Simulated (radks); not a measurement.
The numbers below are computed, except where a source is named.
Neutral helium inside a hard spherical wall (all orbitals vanish at R), configuration held at [He] and not refilled when levels cross. Level of theory: non-relativistic Kohn-Sham, r2SCAN, spin-polarised, spherical densities, point nucleus; meta-GGA in the generalised Kohn-Sham scheme (a radial shooting solver on a logarithmic mesh with Libxc functionals). Eigenvalues in eV for spin up, with the zero of energy where the potential of the charges vanishes at infinity; a dash marks a level that is unbound or too diffuse for the functional's potential to be trusted. A positive occupied level is held by the wall or, in an anion where self-interaction has pushed it up, behind a barrier. The pressure on the wall is -dE/dV.

\begin{tabular}{lrrrrrr}
R (bohr) & E (hartree) & kinetic (hartree) & e(1s) & e(2s, empty) & e(2p, empty) & pressure (GPa) \\ \hline
free & -2.90496 & 2.873 & -16.537 & - & - & 0 \\
20 & -2.90496 & 2.873 & -16.537 & - & - & < 0.0001 \\
15 & -2.90496 & 2.873 & -16.537 & - & - & < 0.0001 \\
12 & -2.90496 & 2.873 & -16.537 & - & - & < 0.0001 \\
8 & -2.90496 & 2.873 & -16.537 & 4.798 & 5.821 & < 0.0001 \\
6 & -2.90491 & 2.873 & -16.531 & 7.029 & 7.648 & 0.00699 \\
5 & -2.90452 & 2.877 & -16.495 & 9.520 & 9.376 & 0.0895 \\
4 & -2.90111 & 2.902 & -16.267 & 15.307 & 13.068 & 1.22 \\
2 & -2.59951 & 3.963 & -7.298 & 86.803 & 53.071 & 409 \\
1.5 & -1.90063 & 5.632 & 7.657 & 173.77 & 99.492 & 2610 \\
\end{tabular}
